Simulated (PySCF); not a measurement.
## A survey of 15N NMR shifts

- structure optimised with GFN2-xTB
- GIAO PBE0/pcSseg-1 shieldings
- program: PySCF 2.14
- one computed conformer, non-relativistic Hamiltonian, averaged over atoms made equivalent by symmetry, fast rotation or ring inversion, in vacuum

Shieldings were converted by a linear fit to measured shifts: 15N (scatter 6.3 ppm rms vs CH3NO2, solution or neat liquid). Occasional misses reach two or three times the rms, and more in compound classes unlike the fitted ones.

Give the 15N shifts of `CCC(CC)[Si@@H](N)NC`, `C[Si@@](N)([SiH3])OC=O`, `C#Cc1nccn1[SiH3]`, `CC#C/C=N\[SiH2]C#N`.

Results:


| compound | environment | δ (ppm) |
| --- | --- | --- |
| [CH3:1][CH2:2][CH:3]([CH2:4][CH3:5])[Si@@H:6]([NH2:7])[NH:8][CH3:9] | N8: nitrogen bonded to C, Si, H | -364.0 |
| [CH3:1][CH2:2][CH:3]([CH2:4][CH3:5])[Si@@H:6]([NH2:7])[NH:8][CH3:9] | N7: nitrogen bonded to Si, 2 H | -372.9 |
| C[Si@@](N)([SiH3])OC=O | nitrogen bonded to Si, 2 H | -357.8 |
| [CH:1]#[C:2][c:3]1[n:4][cH:5][cH:6][n:7]1[SiH3:8] | N4: pyridine-type nitrogen of an azole | -87.4 |
| [CH:1]#[C:2][c:3]1[n:4][cH:5][cH:6][n:7]1[SiH3:8] | N7: pyrrole-type ring nitrogen | -225.1 |
| [CH3:1][C:2]#[C:3]/[CH:4]=[N:5]\[SiH2:6][C:7]#[N:8] | N5: imine nitrogen | -47.6 |
| [CH3:1][C:2]#[C:3]/[CH:4]=[N:5]\[SiH2:6][C:7]#[N:8] | N8: nitrile nitrogen | -67.6 |
